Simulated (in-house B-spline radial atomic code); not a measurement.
Inner levels of zirconium as electrons are removed. A shift is the extra binding of the orbital against the neutral atom ([Kr] 4d2 5s2). Computed with a radial B-spline atomic code at the basis-set limit: non-relativistic Hartree-Fock, average of the configuration, point nuclei.

This level leaves out relativity, spin-orbit splitting included, which matters for heavy ions.

```
  ion  configuration  shift of 1s (eV)  radius of 1s (bohr)  Σ<r²> (bohr²)  change of density at nucleus (bohr⁻³)
Zr15+       [Ar] 3d7            417.58             0.038137         3.4534                                 -30.72
Zr16+       [Ar] 3d6            480.89             0.038138          3.158                                -8.4167
Zr17+       [Ar] 3d5            546.62             0.038139         2.8835                                 15.181
Zr18+       [Ar] 3d4            614.77              0.03814         2.6281                                  40.07
Zr19+       [Ar] 3d3            685.32             0.038141         2.3897                                 66.254
Zr20+       [Ar] 3d2            758.27             0.038142         2.1668                                 93.734
Zr21+       [Ar] 3d1             833.6             0.038143         1.9581                                 122.51
Zr22+   [Ne] 3s2 3p6            911.31             0.038144         1.7623                                 152.58
Zr23+   [Ne] 3s2 3p5            992.37             0.038139         1.5441                                 187.22
Zr24+   [Ne] 3s2 3p4                 ?                    ?              ?                                      ?
Zr25+   [Ne] 3s2 3p3            1159.9             0.038128         1.1333                                 259.69
Zr26+   [Ne] 3s2 3p2           1246.35             0.038122        0.93977                                 297.52
Zr27+   [Ne] 3s2 3p1           1334.59             0.038115        0.75362                                 336.42
Zr28+       [Ne] 3s2           1424.62             0.038109        0.57452                                 376.38
Zr29+       [Ne] 3s1           1510.13             0.038107        0.38913                                -98.198
Zr30+   [He] 2s2 2p6           1597.05             0.038104        0.20957                                 -592.2
Zr31+   [He] 2s2 2p5                 ?                    ?              ?                                      ?
Zr32+   [He] 2s2 2p4                 ?                    ?              ?                                      ?
Zr33+   [He] 2s2 2p3           2264.57             0.037998        0.13002                                -246.01
Zr34+   [He] 2s2 2p2           2495.41              0.03796        0.10584                                -124.93
Zr35+   [He] 2s2 2p1            2730.4             0.037921        0.08271                                -0.9746
Zr36+       [He] 2s2           2969.51              0.03788       0.060585                                 125.85
Zr37+       [He] 2s1           3176.76             0.037875       0.031792                               -2118.32
Zr38+            1s2           3386.59             0.037855      0.0038259                                -4436.6
Zr39+            1s1           4062.34               0.0375       0.001875                               -24132.6
```

Question: Fill in the row of Zr24+.

Answer: shift of 1s (eV): 1075.24; radius of 1s (bohr): 0.038134; Σ<r²> (bohr²): 1.3346; change of density at nucleus (bohr⁻³): 222.93.

Question: Fill in the row of Zr31+.

Answer: shift of 1s (eV): 1815.37; radius of 1s (bohr): 0.03807; Σ<r²> (bohr²): 0.18182; change of density at nucleus (bohr⁻³): -479.64.

Question: Fill in the row of Zr32+.

Answer: shift of 1s (eV): 2037.88; radius of 1s (bohr): 0.038035; Σ<r²> (bohr²): 0.15533; change of density at nucleus (bohr⁻³): -364.24.
